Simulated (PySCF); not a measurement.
## Broadened absorption spectrum of C5H5NOSi

Compound: C5H5NOSi.
Bonds: N1–Si2, Si2–C3, C3–C4 (triple), C4–C5, C5–C6 (triple), C6–C7, C7–O8 (double). Hydrogens: H9, H10 on N1; H11, H12 on Si2; H13 on C7.

Computed with TDDFT CAM-B3LYP/def2-SVPD, vertical, gas phase, core orbitals frozen in the response in PySCF. One conformer (not necessarily the lowest) at the GFN2-xTB geometry, without solvent, vibrations or thermal averaging. Torsions of this conformer, `[NH2:1][SiH2:2][C:3]#[C:4][C:5]#[C:6][CH:7]=[O:8]`: H–N1–Si2–C3 71°, H–N1–Si2–C3 -70°.

Broadening: Gaussians 0.4 eV wide at half height, area fixed by f = 4.319×10⁻⁹ ∫ε dν̃. The cross-section is σ = 3.8235×10⁻²¹ ε cm², given in Mb (10⁻¹⁸ cm²). The width is an assumption, not a result. The curve ends short of the highest state used, and states not computed would add to its high-energy end.

λ (nm), σ (Mb) and a bar:
```
    214.4      57.34 ##############################
    218.9      14.91 ########
    223.5       2.48 #
    228.0       0.30 
    232.6       0.03 
    237.1       0.00 
    241.7       0.00 
    246.2       0.00 
    250.7       0.01 
    255.3       0.04 
    259.8       0.21 
    264.4       0.79 
    268.9       2.31 #
    273.5       5.40 ###
    278.0       9.98 #####
    282.5      15.13 ########
    287.1      19.23 ##########
    291.6      20.62 ###########
    296.2      18.98 ##########
    300.7      15.26 ########
    305.3      10.75 ######
    309.8       6.81 ####
    314.3       3.91 ##
    318.9       2.02 #
    323.4       0.99 #
    328.0       0.46 
    332.5       0.22 
    337.1       0.11 
    341.6       0.07 
    346.1       0.05 
    350.7       0.03 
    355.2       0.02 
    359.8       0.02 
    364.3       0.01 
    368.9       0.01 
    373.4       0.00 
    377.9       0.00 
    382.5       0.00 
    387.0       0.00 
    391.6       0.00 
    396.1       0.00 
    400.7       0.00 
    405.2       0.00 
    409.7       0.00
```

(1) Locate the maxima and give the states behind the curve.

(2) Does any computed singlet lie in the visible range?

(3) Coming from long wavelengths, where does ε first pass 100 L mol⁻¹ cm⁻¹?

(4) On this curve, what absorbance would a 10⁻⁵ mol/L sample give at 222 nm over a 1 cm path?

Answers

(1) 291 nm (4.25 eV), ε about 5400, made up of S3 (100%) (ε in L mol⁻¹ cm⁻¹; maxima over ε = 5, shares over 10%). At its high-energy end, 5.78 eV, the curve is still rising (ε about 15000, from S6). The states used: S1 3.63 eV (f 0.0000); S2 3.71 eV (f 0.0002); S3 4.26 eV (f 0.080); S4 4.67 eV (f 0.0000); S5 5.80 eV (f 0.0001); S6 6.05 eV (f 0.767); S7 6.23 eV (f 0.0003); S8 6.38 eV (f 0.122).

(2) No computed singlet lies in the visible range (380 to 750 nm); the lowest, at 342 nm, stands 0.36 eV above its violet end (3.26 eV); a Tamm–Dancoff triplet lies at 402 nm, without intensity as long as spin–orbit coupling is left out.

(3) At about 329 nm (3.77 eV), 0.14 eV above S1.

(4) 222 nm is 5.585 eV, where ε is about 1200 L mol⁻¹ cm⁻¹, so A = ε c l ≈ 0.012 (Beer–Lambert, with the gas-phase spectrum and the assumed width).
